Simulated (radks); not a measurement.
Initial-state core-level shifts of the krypton ion Kr2+ when its valence configuration changes from [Ar] 3d10 4s2 4p4. Method: Dirac Kohn-Sham, PBE, spin-unpolarised, spherical densities, finite nucleus; open shells fill j = l - 1/2 first; Fermi nuclear charge, rms radius 4.1884 fm; computed with a radial shooting solver on a logarithmic mesh with Libxc functionals. Shifts are changes of the shell-averaged eigenvalues in eV (positive: less bound); the change of the density at the nucleus, which sets a Mossbauer isomer shift, is in e/bohr^3, on a base of 4.942e+04.

valence,1s,2s,2p,3p,density at nucleus
3d10 4p6,-3.229,-3.149,-3.125,-3.153,-95.486
3d9 4s2 4p5,-17.202,-19.043,-18.921,-14.090,+21.395
3d10 4s1 4p5,-1.636,-1.595,-1.583,-1.596,-47.087
3d9.5 4s2 4p4.5,-8.502,-9.404,-9.343,-7.013,+10.533
3d10 4s1.5 4p4.5,-0.824,-0.803,-0.797,-0.803,-23.375
3d9 4s1 4p6,-18.735,-20.548,-20.411,-15.588,-30.238
3d9.5 4s0.5 4p6,-10.862,-11.714,-11.632,-9.318,-63.981
3d9.5 4s1.5 4p5,-9.299,-10.184,-10.116,-7.791,-13.981
3d9.5 4s1 4p5.5,-10.085,-10.953,-10.878,-8.559,-38.822
